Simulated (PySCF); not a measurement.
A species of formula C5H11NOSi2 has this rotational fingerprint, computed with PBE0-D3(BJ)/def2-SVP geometry optimisation, gas phase in PySCF 2.14.0:

| Quantity | Value |
| --- | --- |
| Rotational constants | A = 1539, B = 966.7, C = 787.5 MHz |
| Dipole components | \|μa\| = 3.02 D, \|μb\| = 1.86 D, \|μc\| = 0.76 D |
| Inertial defect | -209.51 u·Å² |
| κ | -0.52 |

Problem. Which candidate fits, each taken in the one conformer that was computed?
A. `[N:1]#[C:2][C@@H:3]1[CH2:4][CH2:5][C@@H:6]1[SiH2:7][O:8][SiH3:9]` with C5–C6–Si7–O8 -54°, C6–Si7–O8–Si9 -116°, C2–C3–C4–C5 -139°, C3–C4–C5–C6 18°, C4–C5–C6–Si7 100°, C2–C3–C6–C5 138°
B. `[CH3:1][SiH2:2][NH:3][SiH2:4][c:5]1[cH:6][cH:7][cH:8][o:9]1` with C1–Si2–N3–Si4 173°, Si2–N3–Si4–C5 176°, N3–Si4–C5–C6 -175°
C. `[CH3:1][C:2]#[C:3][C@@H:4]1[CH2:5][Si@@H:6]([NH2:7])[O:8][SiH2:9]1` with C5–Si6–N7–H 50° and -164°, C3–C4–C5–Si6 -80°, C4–C5–Si6–N7 -152°, C5–Si6–O8–Si9 9°, Si6–O8–Si9–C4 10°
D. `[CH3:1][SiH2:2][Si@@H:3]([NH2:4])[c:5]1[cH:6][cH:7][cH:8][o:9]1` with C1–Si2–Si3–N4 -177°, Si2–Si3–N4–H 178° and -36°, Si2–Si3–C5–C6 120°
E. `[CH:1]#[C:2][Si@@H:3]1[CH2:4][CH2:5][Si@@H:6]([NH:7][CH3:8])[O:9]1` with C5–Si6–N7–C8 -64°, C2–Si3–C4–C5 -145°, Si3–C4–C5–Si6 32°, C4–C5–Si6–N7 -139°, C5–Si6–O9–Si3 6°

Solution. A. It is N#C[C@@H]1CC[C@@H]1[SiH2]O[SiH3], an asymmetric top, point group C1. The candidates at the same level (rigid rotor, commonest isotopes):

```csv
SMILES,A (MHz),B (MHz),C (MHz),μa (D),μb (D),μc (D),Δ (u·Å²),point group,rotor
CC#C[C@@H]1C[Si@@H](N)O[SiH2]1,1842,724.1,626.9,0.59,0.56,0.79,-166.16,C1,asymmetric top
N#C[C@@H]1CC[C@@H]1[SiH2]O[SiH3],1539,966.7,787.5,3.02,1.86,0.76,-209.51,C1,asymmetric top
C[SiH2]N[SiH2]c1ccco1,2966,512.7,443.3,0.97,1.59,0.00,-16.00,C1,near-prolate asymmetric top
C[SiH2][Si@@H](N)c1ccco1,1621,777.8,628.2,0.56,0.47,0.52,-156.93,C1,asymmetric top
C#C[Si@@H]1CC[Si@@H](NC)O1,3082,610.9,553.4,0.89,0.94,0.12,-77.93,C1,near-prolate asymmetric top
```

`C[SiH2][Si@@H](N)c1ccco1` has C 20 % too low; `CC#C[C@@H]1C[Si@@H](N)O[SiH2]1` has B 25 % too low; `C[SiH2]N[SiH2]c1ccco1` has A 93 % too high; `C#C[Si@@H]1CC[Si@@H](NC)O1` has A 100 % too high. No structure here is proved a minimum.
